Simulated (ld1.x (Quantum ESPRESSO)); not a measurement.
# Which change was made? (Ce, TM)

ld1.x (Quantum ESPRESSO) 7.5 input, shortened:

```
&input
   title='Ce', zed=58., rel=1, dft='PBE', iswitch=3,
   config='[Xe] 4f1 5d1 6s1 6p1'
 /
 &inputp
   pseudotype=2, tm=.true., lloc=0,
   nlcc=.false.
 /
3
5P  2  1   6.00   0.00  2.60  2.60  0.0
5D  3  2   1.00   0.00  2.85  2.85  0.0
5S  1  0   2.00   0.00  1.55  1.55  0.0
 &test
   configts(1)='5s2 5p6 5d1 6s1 6p1'
 /
```

Occupied shells without a wave of their own: 6p, 6s. They enter only through the test configuration that unscreens the potential.

Cutoffs, loose and tight: the cutoffs (Ry, on a coarse ladder) from which the occupation-weighted sum of valence levels, in a spherical-Bessel basis at the reference potential, stays within 10 and 1 mRy of its value at 400 Ry. They do not see the model core or the augmentation charge, which bear on the density cutoff. Test errors are all-electron minus pseudo excitation energies from the reference, over the configurations 5s2 5p6 5d1 6s2 6p0; 5s2 5p6 5d1 6s1 6p0; 5s2 5p6 5d1 6s0 6p0; 5s2 5p6 5d0 6s2 6p1; 5s2 5p6 5d1 6s0 6p1; 5s2 5p6 5d1 6s0 6p2; 5s2 5p6 5d1.5 6s1.5 6p0; variants that change the core or the reference have their own tests.

The base gives: outcome: generated; cutoff, loose: 50 Ry; cutoff, tight: 90 Ry; bound ghosts: none; largest test error (meV): -147.

**Question.** After one change the result is: outcome: generated; cutoff, loose: 80 Ry; cutoff, tight: 140 Ry; bound ghosts: none; largest test error (meV): -154. Which change was it?
A. all radii scaled by about 1.12 (s 1.74, p 2.90, d 3.18 bohr)
B. all radii scaled by about 0.84 (s 1.30, p 2.20, d 2.40 bohr)
C. all radii scaled by about 0.77 (s 1.18, p 2.00, d 2.18 bohr)

**Answer.** B. The others give: all radii scaled by about 1.12 (s 1.74, p 2.90, d 3.18 bohr) → outcome: generated; cutoff, loose: 45 Ry; cutoff, tight: 80 Ry; bound ghosts: none; largest test error (meV): -246 | all radii scaled by about 0.77 (s 1.18, p 2.00, d 2.18 bohr) → outcome: generated, misses its reference levels by 0.19 eV; cutoff, loose: 110 Ry; cutoff, tight: 260 Ry; bound ghosts: none; largest test error (meV): -327.
